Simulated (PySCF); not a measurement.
A structure optimised at B3LYP-D3(BJ)/def2-TZVP, used in a PySCF frequency run:

```
C
O 1 1.1150
Au 1 1.9516 2 180.00
```
Charge +1, spin multiplicity 1.

Question: Write its SMILES, formula and point group.

Answer: [O+]#[C-]->[Au+], CAuO, C∞v

Question: What are its rotational constants (standard atomic weights)?

Answer: 2.9239 GHz (linear rotor, B only)
